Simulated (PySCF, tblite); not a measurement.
Isomers of [C8H12P]- (charge -1). All values are computed: GFN2-xTB (tblite) harmonic vibrations without scaling, gas phase. This tight-binding method is rough: wavenumbers can miss measured ones by several per cent, in bad cases by 10 to 20. One conformer each.

Electronic energies: PBE0/pcSseg-1 single points on the GFN2-xTB geometries (PySCF, gas phase).

| SMILES | electronic energy, lowest = 0 (kJ/mol) |
| --- | --- |
| CCc1c[p-]cc1CC | 3.7 |
| CCc1cc[p-]c1CC | 5.1 |
| CCc1[p-]cc(C)c1C | 0.0 |
| CC(C)(C)c1cc[p-]c1 | 4.8 |

Task: How do GFN2-xTB zero-point energies change the relative energies?

Result: 
| SMILES | ZPE (kJ/mol) | of it from modes above 1550 cm⁻¹ | electronic (kJ/mol) | with ZPE, lowest = 0 (kJ/mol) | lowest mode (cm⁻¹) | rings |
| --- | --- | --- | --- | --- | --- | --- |
| CCc1[p-]cc(C)c1C | 456.5 | 212.5 | 0.0 | 0.0 | 59 | 1 |
| CCc1c[p-]cc1CC | 459.3 | 213.6 | 3.7 | 6.4 | 68 | 1 |
| CC(C)(C)c1cc[p-]c1 | 458.2 | 215.7 | 4.8 | 6.5 | 47 | 1 |
| CCc1cc[p-]c1CC | 459.0 | 213.3 | 5.1 | 7.5 | 53 | 1 |

The zero-point energies span 2.8 kJ/mol, from `CCc1[p-]cc(C)c1C` to `CCc1c[p-]cc1CC`. The order is unchanged.

Task: And how do the electronic energies of GFN2-xTB itself compare?

Result: `CCc1[p-]cc(C)c1C` 0.0; `CCc1c[p-]cc1CC` 5.9; `CC(C)(C)c1cc[p-]c1` 10.8; `CCc1cc[p-]c1CC` 12.5 kJ/mol, lowest = 0. Against the energies above, taken from the same isomer `CCc1[p-]cc(C)c1C`, the largest difference is 7.4 kJ/mol.

Task: What do entropy and thermal enthalpy add at 298.15 K and 1 bar (rigid rotor, harmonic oscillator, one conformer each)?

Result: 
| SMILES | point group | symmetry number | S (J/(mol K)) | H − H(0) (kJ/mol) | ZPE + H − H(0) − TS (kJ/mol) |
| --- | --- | --- | --- | --- | --- |
| CCc1[p-]cc(C)c1C | C1 | 1 | 420.5 | 30.45 | 361.6 |
| CCc1c[p-]cc1CC | C2 | 2 | 407.0 | 29.09 | 367.0 |
| CC(C)(C)c1cc[p-]c1 | Cs | 1 | 402.4 | 28.47 | 366.7 |
| CCc1cc[p-]c1CC | C1 | 1 | 414.6 | 29.22 | 364.6 |
